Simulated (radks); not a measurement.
Values are calculated unless marked as measured or tabulated.
Numerical settings for neutral lutetium, [Xe] 4f14 5d1 6s2. Code: a radial shooting solver on a logarithmic mesh with Libxc functionals. Model: scalar-relativistic Kohn-Sham, PBEsol, spin-polarised, spherical densities, point nucleus; open shells are filled with parallel spins first (spin-orbit coupling, left out, can overturn this in heavy ions). The defaults (mesh step 0.008 in ln r, mesh end at 40 bohr or more with all orbitals vanishing there, Anderson mixing 0.5 over 9 steps, residual threshold near 1e-9 with the energy settled to 1e-9 hartree or 1e-11 of itself, here a cap of 50 iterations) give E = -14558.8877 hartree and 5d at -1.977 eV in 17 iterations. Run on one thread of a shared host, so times are rough (Arm Neoverse N1): 0.48 s of CPU time, 0.48 s wall, 17 iterations on 2728 mesh points. One setting is changed at a time: mesh step in ln r 0.005; mesh step in ln r 0.12; mesh step in ln r 0.08; mesh end (bohr) 400; mesh end (bohr) 12; residual threshold 0.001; residual threshold 1e-05; mixing 0.2; linear mixing, mixing 0.8; linear mixing, mixing 0.5; mixing history 2; iteration cap 8. Which runs fail to converge, and which converge to a wrong energy?

Answer. Not converged within the cap: mesh step in ln r 0.12; mesh step in ln r 0.08; linear mixing, mixing 0.8; linear mixing, mixing 0.5; iteration cap 8. No run marked as converged misses the energy by more than 1 mhartree.
